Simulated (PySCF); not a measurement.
Ge(Vi)(OH)(OMe)2, C4H10GeO3, SMILES [OH][Ge]([CH]=C)([O]C)[O]C, GFN2-xTB optimised geometry.

```
18

C     -1.80    -3.06     2.07
C     -2.29    -1.96     1.55
Ge    -1.50    -1.02     0.00
O     -2.13     0.60     0.00
O     -1.88    -1.62    -1.61
C     -1.34    -2.77    -2.22
O      0.28    -1.02     0.00
C      1.11    -0.56     1.05
H     -2.26    -3.55     2.92
H     -0.91    -3.53     1.68
H     -3.18    -1.50     1.95
H     -2.14     1.02    -0.86
H     -1.76    -3.68    -1.79
H     -1.60    -2.72    -3.28
H     -0.25    -2.80    -2.12
H      0.90     0.49     1.28
H      2.14    -0.66     0.70
H      0.97    -1.15     1.96
```

Density from PBE0/def2-SVP in PySCF at that geometry.

Minimum of the electron density along straight lines between bonded atoms, close to the bond critical point (lines longer than 1.1 times the sum of covalent radii, or with two minima, are not listed):

```
bond    length / Å  ρ at the minimum / e bohr⁻³  ∇²ρ there / e bohr⁻⁵  position (fraction from the first atom)
------  ----------  ---------------------------  --------------------  ---------------------------------------
C1–C2        1.320                        0.345                 -0.93                                     0.50
C2–Ge3       1.974                        0.127                  0.02                                     0.53
Ge3–O4       1.738                        0.151                  0.80                                     0.47
Ge3–O5       1.759                        0.142                  0.72                                     0.47
O5–C6        1.414                        0.249                 -0.37                                     0.66
Ge3–O7       1.784                        0.135                  0.64                                     0.47
O7–C8        1.411                        0.253                 -0.39                                     0.66
C1–H9        1.080                        0.282                 -1.09                                     0.64
C1–H10       1.080                        0.284                 -1.09                                     0.64
C2–H11       1.079                        0.282                 -1.08                                     0.64
O4–H12       0.957                        0.354                 -2.40                                     0.82
C6–H13       1.092                        0.281                 -1.06                                     0.63
C6–H14       1.091                        0.282                 -1.08                                     0.64
C6–H15       1.090                        0.283                 -1.09                                     0.64
C8–H16       1.092                        0.282                 -1.06                                     0.63
C8–H17       1.091                        0.282                 -1.08                                     0.63
C8–H18       1.093                        0.281                 -1.06                                     0.63
```
